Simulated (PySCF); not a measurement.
Computed shifts of a molecule H₉NSi₃, PBE/pcSseg-1 (PySCF), GIAO, gas phase, atoms alike by connectivity averaged where their shifts nearly agree, in ppm (number of nuclei): ²⁹Si: -38.6 (3). ¹⁵N: 3.0 (1). ¹H: 5.21 (9). References: ²⁹Si against TMS (σ = 335.4 ppm); ¹⁵N against NH3 (σ = 267.0 ppm); ¹H against TMS (σ = 31.49 ppm), references at their B3LYP-D3(BJ)/def2-TZVP geometries, non-relativistic. Coordinates come from a B3LYP-D3(BJ)/def2-SVP optimisation. The geometry has at least one imaginary mode, so it is a saddle point at that level. The values are those of a single conformer.

### Question
Pick the molecule that these values belong to.
A. N[SiH]([SiH3])[SiH3]
B. [SiH3]N[SiH2][SiH3]
C. N[SiH2][SiH2][SiH3]
D. [SiH3]N([SiH3])[SiH3]

### Answer
D, [SiH3]N([SiH3])[SiH3]
